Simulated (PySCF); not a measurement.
Harmonic spectrum computed at PBE0 in the def2-TZVP basis family (core potentials from Rb on, PySCF, no spin–orbit coupling):

```
ω (cm⁻¹)  IR (km/mol)
     178          2.0
     219          9.2
     306         21.1
     347         85.7
     907         38.2
     936         94.8
```

**Question.** Which molecule gave it? In each, all ligands are bound to the one heavy central atom.
A. VO₂Cl (singlet)
B. IO₂Cl (singlet)
C. TaO₂Cl (singlet)
D. SbO₂Cl (singlet)

**Answer.** B. It has Cs symmetry with I–Cl 2.367 Å, I–O 1.757 Å (×2).
